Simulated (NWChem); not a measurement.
System: C2H5ClGe; SMILES C=[C](Cl)[GeH3]

Here is an NWChem input.

```
start job
memory heap 200 mb stack 900 mb global 1100 mb
geometry units angstroms
  C     -1.683916    -0.004452    -1.315852
  C     -0.839514    -0.063818    -0.302151
  Cl    -1.394840    -0.419384     1.295613
  Ge     1.088617     0.204089    -0.304067
  H     -1.311491     0.219067    -2.302116
  H     -2.744315    -0.169564    -1.213374
  H      1.566974     0.513374    -1.685291
  H      1.746506    -1.032659     0.204096
  H      1.419161     1.327071     0.619022
end
basis spherical
  * library def2-svp
end
dft
  xc pbe0
  iterations 150
end
driver
  maxiter 120
end
task dft optimize
task dft freq
```

Excerpt of the output:

```
             Northwest Computational Chemistry Package (NWChem) 7.3.0
             --------------------------------------------------------

 CS  symmetry detected

                             Geometry "geometry" -> ""
                             -------------------------

 Output coordinates in angstroms (scale by  1.889725989 to convert to a.u.)

  No.       Tag          Charge          X              Y              Z
 ---- ---------------- ---------- -------------- -------------- --------------
    1 C                    6.0000    -1.81001461    -1.02584137     0.00000000
    2 C                    6.0000    -0.54929244    -0.63251149     0.00000000
    3 Cl                  17.0000     0.73954657    -1.78427446     0.00000000
    4 Ge                  32.0000     0.16271844     1.17925767     0.00000000
    5 H                    1.0000    -2.59460710    -0.28706372     0.00000000
    6 H                    1.0000    -2.10671927    -2.06226604     0.00000000
    7 H                    1.0000    -0.95230831     2.17372893     0.00000000
    8 H                    1.0000     1.01509758     1.36106912    -1.20909370
    9 H                    1.0000     1.01509758     1.36106912     1.20909370

 Effective nuclear repulsion energy (a.u.)     321.2126266288

      Symmetry information
      --------------------

 Group name             Cs
 Group number              2
 Group order               2
 No. of unique centers     8

                                Z-matrix (autoz)
                                --------

 Units are Angstrom for bonds and degrees for angles

      Type          Name      I     J     K     L     M      Value
      ----------- --------  ----- ----- ----- ----- ----- ----------
    1 Stretch                  1     2                       1.32065
    2 Stretch                  1     5                       1.07767
    3 Stretch                  1     6                       1.07806
    4 Stretch                  2     3                       1.72849
    5 Stretch                  2     4                       1.94666
    6 Stretch                  4     7                       1.49407
    7 Stretch                  4     8                       1.49047
    8 Stretch                  4     9                       1.49047
    9 Bend                     1     2     3               120.88735
   10 Bend                     1     2     4               128.78172
   11 Bend                     2     1     5               119.39535
   12 Bend                     2     1     6               123.30249
   13 Bend                     2     4     7               110.27473
   14 Bend                     2     4     8               108.82648
   15 Bend                     2     4     9               108.82648
   16 Bend                     3     2     4               110.33094
   17 Bend                     5     1     6               117.30216
   18 Bend                     7     4     8               110.21870
   19 Bend                     7     4     9               110.21870
   20 Bend                     8     4     9               108.42945
   21 Torsion                  1     2     4     7           0.00000
   22 Torsion                  1     2     4     8        -121.01115
   23 Torsion                  1     2     4     9         121.01115
   24 Torsion                  3     2     1     5         180.00000
   25 Torsion                  3     2     1     6           0.00000
   26 Torsion                  3     2     4     7         180.00000
   27 Torsion                  3     2     4     8          58.98885
   28 Torsion                  3     2     4     9         -58.98885
   29 Torsion                  4     2     1     5           0.00000
   30 Torsion                  4     2     1     6         180.00000

                           NWChem Geometry Optimization
                           ----------------------------

 maximum gradient threshold         (gmax) =   0.000450
 rms gradient threshold             (grms) =   0.000300
 maximum cartesian step threshold   (xmax) =   0.001800
 rms cartesian step threshold       (xrms) =   0.001200
 fixed trust radius                (trust) =   0.300000
 source of zmatrix                         =   autoz

          -------------------
          Energy Minimization
          -------------------

 Using diagonal initial Hessian
 Scaling for Hessian diagonals: bonds = 1.00  angles = 0.25  torsions = 0.10

          --------
          Step   0

                                 NWChem DFT Module
                                 -----------------

 Summary of "ao basis" -> "ao basis" (spherical)
 ------------------------------------------------------------------------------
       Tag                 Description            Shells   Functions and Types
 ---------------- ------------------------------  ------  ---------------------
 C                          def2-svp                 6       14   3s2p1d
 Cl                         def2-svp                 8       18   4s3p1d
 Ge                         def2-svp                12       32   5s4p3d
 H                          def2-svp                 3        5   2s1p

      Symmetry analysis of basis
      --------------------------

        a'         72
        a"         31

            General Information
            -------------------
          SCF calculation type: DFT
          Wavefunction type:  closed shell.
          No. of atoms     :     9
          No. of electrons :    66
           Alpha electrons :    33
            Beta electrons :    33
          Charge           :     0
          Spin multiplicity:     1
          Use of symmetry is: on ; symmetry adaption is: on
          Maximum number of iterations: 150
          AO basis - number of functions:   103
                     number of shells:    47
          Convergence on energy requested:  1.00D-06
          Convergence on density requested:  1.00D-05
          Convergence on gradient requested:  5.00D-04

              XC Information
              --------------
                         PBE0 Method XC Functional
                     Hartree-Fock (Exact) Exchange  0.250
          PerdewBurkeErnzerhof Exchange Functional  0.750
            Perdew 1991 LDA Correlation Functional  1.000 local
           PerdewBurkeErnz. Correlation Functional  1.000 non-local

             Grid Information
             ----------------
          Grid used for XC integration:  medium
          Radial quadrature: Mura-Knowles
          Angular quadrature: Lebedev.
          Tag              B.-S. Rad. Rad. Pts. Rad. Cut. Ang. Pts.
          ---              ---------- --------- --------- ---------
          C                   0.70       49          11.0       434
          Cl                  1.00       88          11.0       590
          Ge                  1.25      112          11.0       590
          H                   0.35       45          12.0       434
          Grid pruning is: on
          Number of quadrature shells:   478
          Spatial weights used:  Erf1

      Superposition of Atomic Density Guess
      -------------------------------------

 Sum of atomic energies:       -2612.11302566

      Non-variational initial energy
      ------------------------------

 Total energy =   -2614.011655
 1-e energy   =   -4272.882238
 2-e energy   =    1337.657956
 HOMO         =      -0.301354
 LUMO         =       0.010784

      Symmetry analysis of molecular orbitals - initial
      -------------------------------------------------

  Numbering of irreducible representations:

     1 a'          2 a"

  Orbital symmetries:

[...]

      ----------------------
      Optimization converged
      ----------------------

  Step       Energy      Delta E   Gmax     Grms     Xrms     Xmax
  ---- ---------------- -------- -------- -------- -------- --------
@    7   -2615.41027991 -7.5D-08  0.00003  0.00001  0.00022  0.00059
                                     ok       ok       ok       ok

                                Z-matrix (autoz)
                                --------

 Units are Angstrom for bonds and degrees for angles

      Type          Name      I     J     K     L     M      Value     Gradient
      ----------- --------  ----- ----- ----- ----- ----- ---------- ----------
    1 Stretch                  1     2                       1.33418    0.00001
    2 Stretch                  1     5                       1.09337   -0.00002
    3 Stretch                  1     6                       1.09415   -0.00002
    4 Stretch                  2     3                       1.74537    0.00003
    5 Stretch                  2     4                       1.95245    0.00001
    6 Stretch                  4     7                       1.53810    0.00000
    7 Stretch                  4     8                       1.53619    0.00000
    8 Stretch                  4     9                       1.53619    0.00000
    9 Bend                     1     2     3               120.42065    0.00000
   10 Bend                     1     2     4               125.26562   -0.00000
   11 Bend                     2     1     5               119.95577   -0.00000
   12 Bend                     2     1     6               122.04940    0.00000
   13 Bend                     2     4     7               108.19910    0.00000
   14 Bend                     2     4     8               109.06945    0.00000
   15 Bend                     2     4     9               109.06945    0.00000
   16 Bend                     3     2     4               114.31373   -0.00000
   17 Bend                     5     1     6               117.99483    0.00000
   18 Bend                     7     4     8               110.51955   -0.00000
   19 Bend                     7     4     9               110.51955   -0.00000
   20 Bend                     8     4     9               109.42712   -0.00000
   21 Torsion                  1     2     4     7           0.00000    0.00000
   22 Torsion                  1     2     4     8        -120.26885    0.00000
   23 Torsion                  1     2     4     9         120.26885   -0.00000
   24 Torsion                  3     2     1     5         180.00000    0.00000
   25 Torsion                  3     2     1     6           0.00000    0.00000
   26 Torsion                  3     2     4     7         180.00000    0.00000
   27 Torsion                  3     2     4     8          59.73115    0.00000
   28 Torsion                  3     2     4     9         -59.73115   -0.00000
   29 Torsion                  4     2     1     5           0.00000    0.00000
   30 Torsion                  4     2     1     6         180.00000    0.00000

                         Geometry "geometry" -> "geometry"
                         ---------------------------------

 Output coordinates in angstroms (scale by  1.889725989 to convert to a.u.)

  No.       Tag          Charge          X              Y              Z
 ---- ---------------- ---------- -------------- -------------- --------------
    1 C                    6.0000    -1.79730912    -1.00211984     0.00000000
    2 C                    6.0000    -0.50890590    -0.65564756     0.00000000
    3 Cl                  17.0000     0.73538557    -1.87959134     0.00000000
    4 Ge                  32.0000     0.16571751     1.17654887     0.00000000
    5 H                    1.0000    -2.57053841    -0.22909137     0.00000000
    6 H                    1.0000    -2.11716483    -2.04846889     0.00000000
    7 H                    1.0000    -1.03946559     2.13221209     0.00000000
    8 H                    1.0000     1.02589960     1.39466290    -1.25395573
    9 H                    1.0000     1.02589960     1.39466290     1.25395573

 Effective nuclear repulsion energy (a.u.)     316.6773088902

      Symmetry information
      --------------------

 Group name             Cs
 Group number              2
 Group order               2
 No. of unique centers     8

                Final and change from initial internal coordinates
                --------------------------------------------------

                                Z-matrix (autoz)
                                --------

 Units are Angstrom for bonds and degrees for angles

[...]

 Rotational Constants
 --------------------
 A=   0.210700 cm-1  (  0.303144 K)
 B=   0.065098 cm-1  (  0.093659 K)
 C=   0.050680 cm-1  (  0.072916 K)

 Temperature                      =   298.15K
 frequency scaling parameter      =   1.0000

 Zero-Point correction to Energy  =   35.420 kcal/mol  (  0.056446 au)
 Thermal correction to Energy     =   39.145 kcal/mol  (  0.062382 au)
 Thermal correction to Enthalpy   =   39.738 kcal/mol  (  0.063326 au)

 Total Entropy                    =   78.828 cal/mol-K
   - Translational                =   40.658 cal/mol-K (mol. weight = 137.9299)
   - Rotational                   =   27.230 cal/mol-K (symmetry #  =        1)
   - Vibrational                  =   10.939 cal/mol-K

 Cv (constant volume heat capacity) =   20.372 cal/mol-K
   - Translational                  =    2.979 cal/mol-K
   - Rotational                     =    2.979 cal/mol-K
   - Vibrational                    =   14.414 cal/mol-K

[normal modes left out]

 ----------------------------------------------------------------------------
 Normal Eigenvalue ||           Projected Infra Red Intensities
  Mode   [cm**-1]  || [atomic units] [(debye/angs)**2] [(KM/mol)] [arbitrary]
 ------ ---------- || -------------- ----------------- ---------- -----------
    1        0.000 ||    0.000345           0.008         0.336       0.125
    2        0.000 ||    0.000138           0.003         0.134       0.050
    3        0.000 ||    0.000005           0.000         0.005       0.002
    4        0.000 ||    0.000085           0.002         0.083       0.031
    5        0.000 ||    0.000335           0.008         0.327       0.121
    6        0.000 ||    0.000036           0.001         0.036       0.013
    7      119.426 ||    0.000027           0.001         0.027       0.010
    8      174.851 ||    0.001321           0.030         1.288       0.478
    9      297.773 ||    0.006896           0.159         6.723       2.498
   10      322.432 ||    0.000697           0.016         0.680       0.253
   11      506.146 ||    0.016469           0.380        16.054       5.965
   12      589.023 ||    0.025611           0.591        24.966       9.276
   13      621.716 ||    0.050814           1.172        49.536      18.405
   14      722.626 ||    0.004174           0.096         4.069       1.512
   15      780.942 ||    0.020579           0.475        20.061       7.454
   16      831.806 ||    0.178453           4.117       173.965      64.634
   17      877.097 ||    0.028116           0.649        27.409      10.183
   18      889.147 ||    0.031535           0.728        30.742      11.422
   19      928.709 ||    0.040563           0.936        39.543      14.692
   20     1099.010 ||    0.027144           0.626        26.461       9.831
   21     1384.222 ||    0.007163           0.165         6.983       2.594
   22     1687.103 ||    0.018090           0.417        17.636       6.552
   23     2167.028 ||    0.086905           2.005        84.719      31.476
   24     2177.929 ||    0.105898           2.443       103.234      38.355
   25     2179.859 ||    0.093662           2.161        91.306      33.924
   26     3163.198 ||    0.000330           0.008         0.322       0.120
   27     3268.688 ||    0.000070           0.002         0.068       0.025
 ----------------------------------------------------------------------------
```

Level: PBE0/def2-SVP.
